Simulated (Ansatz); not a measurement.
`c1ccc(-c2ccc(-c3ccc(-c4ccc(-c5ccc(-c6ccc(-c7ccc(-c8ccc(-c9ccccc9)cc8)cc7)cc6)cc5)cc4)cc3)cc2)cc1`. The state is a singlet with charge 0. Geometry PBE-D4/def2-SVP.

```xyz
92

C     0.268   10.724  -15.433
C    -0.242   11.231  -14.227
C    -0.267   10.429  -13.078
C     0.218    9.101  -13.107
C     0.192    8.252  -11.891
C     1.211    7.306  -11.634
C     1.187    6.507  -10.488
C     0.142    6.613   -9.541
C     0.117    5.766   -8.326
C    -0.433    6.239   -7.112
C    -0.456    5.440   -5.966
C     0.071    4.128   -5.974
C     0.049    3.283   -4.759
C    -1.003    3.375   -3.818
C    -1.023    2.577   -2.671
C     0.008    1.647   -2.404
C    -0.012    0.803   -1.188
C    -0.586    1.266    0.019
C    -0.603    0.471    1.167
C    -0.045   -0.829    1.170
C    -0.060   -1.670    2.388
C     0.991   -2.574    2.668
C     0.979   -3.366    3.819
C    -0.087   -3.299    4.746
C    -0.100   -4.139    5.966
C    -1.310   -4.630    6.507
C    -1.322   -5.425    7.656
C    -0.124   -5.767    8.325
C    -0.136   -6.608    9.544
C    -1.097   -7.630    9.721
C    -1.107   -8.424   10.871
C    -0.158   -8.237   11.902
C    -0.169   -9.080   13.122
C    -1.384   -9.556   13.668
C    -1.395  -10.353   14.820
C    -0.190  -10.694   15.456
C     1.025  -10.230   14.927
C     1.035   -9.433   13.774
C     0.803   -7.215   11.725
C     0.814   -6.421   10.575
C     1.087   -5.274    7.785
C     1.099   -4.482    6.633
C    -1.139   -2.397    4.464
C    -1.125   -1.602    3.315
C     0.529   -1.292   -0.036
C     0.545   -0.496   -1.185
C     1.060    1.555   -3.345
C     1.079    2.352   -4.493
C     0.621    3.655   -7.188
C     0.643    4.453   -8.334
C    -0.878    7.559   -9.798
C    -0.853    8.358  -10.944
C     0.728    8.605  -14.330
C     0.753    9.407  -15.479
H     0.287   11.354  -16.335
H    -0.617   12.266  -14.177
H    -0.643   10.847  -12.131
H     2.059    7.223  -12.330
H     2.018    5.810  -10.302
H    -0.816    7.269   -7.057
H    -0.857    5.856   -5.029
H    -1.842    4.061   -4.011
H    -1.878    2.650   -1.982
H    -0.995    2.287    0.067
H    -1.026    0.879    2.098
H     1.845   -2.641    1.978
H     1.806   -4.069    3.997
H    -2.262   -4.398    6.004
H    -2.285   -5.775    8.058
H    -1.828   -7.830    8.924
H    -1.847   -9.235   10.958
H    -2.336   -9.272   13.195
H    -2.354  -10.704   15.230
H    -0.198  -11.320   16.361
H     1.977  -10.498   15.411
H     1.996   -9.099   13.353
H     1.534   -7.015   12.523
H     1.554   -5.610   10.489
H     2.041   -5.535    8.268
H     2.059   -4.104    6.252
H    -1.977   -2.305    5.172
H    -1.969   -0.924    3.121
H     0.939   -2.312   -0.083
H     0.966   -0.906   -2.115
H     1.900    0.871   -3.153
H     1.933    2.279   -5.183
H     1.005    2.625   -7.242
H     1.043    4.037   -9.271
H    -1.727    7.642   -9.104
H    -1.683    9.057  -11.130
H     1.085    7.565  -14.385
H     1.147    8.995  -16.421
```

Single mean-field runs in 6-31G, def2-SVP are fitted with def2-universal-jkfit. The restricted singlet is unstable towards broken spin symmetry in Hartree–Fock (as tested in another run); at HF/STO-3G, HF/6-31G this wasn't settled.

**Question.** Estimate the orbital energies around the gap (eV) in Ansatz with HF/STO-3G, HF/6-31G, PBE-D4/def2-SVP, revPBE-D4/def2-SVP, PBE0-D4/def2-SVP.

**Answer.** 
| orbital | HF/STO-3G | HF/6-31G | PBE-D4/def2-SVP | revPBE-D4/def2-SVP | PBE0-D4/def2-SVP |
| --- | --- | --- | --- | --- | --- |
| HOMO−9 | -7.61 | -9.23 | -6.33 | -6.27 | -7.38 |
| HOMO−8 | -7.61 | -9.22 | -6.32 | -6.25 | -7.37 |
| HOMO−7 | -7.61 | -9.21 | -6.31 | -6.24 | -7.36 |
| HOMO−6 | -7.57 | -9.15 | -6.29 | -6.22 | -7.33 |
| HOMO−5 | -7.57 | -9.15 | -6.29 | -6.22 | -7.33 |
| HOMO−4 | -7.37 | -9.05 | -6.29 | -6.22 | -7.31 |
| HOMO−3 | -6.76 | -8.46 | -5.93 | -5.86 | -6.88 |
| HOMO−2 | -6.17 | -7.89 | -5.58 | -5.51 | -6.47 |
| HOMO−1 | -5.67 | -7.40 | -5.27 | -5.20 | -6.11 |
| HOMO | -5.32 | -7.05 | -5.06 | -4.99 | -5.85 |
| LUMO | 4.66 | 1.69 | -2.49 | -2.41 | -1.83 |
| LUMO+1 | 5.06 | 2.07 | -2.24 | -2.16 | -1.53 |
| LUMO+2 | 5.63 | 2.60 | -1.89 | -1.82 | -1.14 |
| LUMO+3 | 6.32 | 3.23 | -1.49 | -1.41 | -0.67 |
| LUMO+4 | 7.05 | 3.43 | -1.40 | -1.31 | -0.54 |
| LUMO+5 | 7.28 | 3.49 | -1.36 | -1.27 | -0.49 |
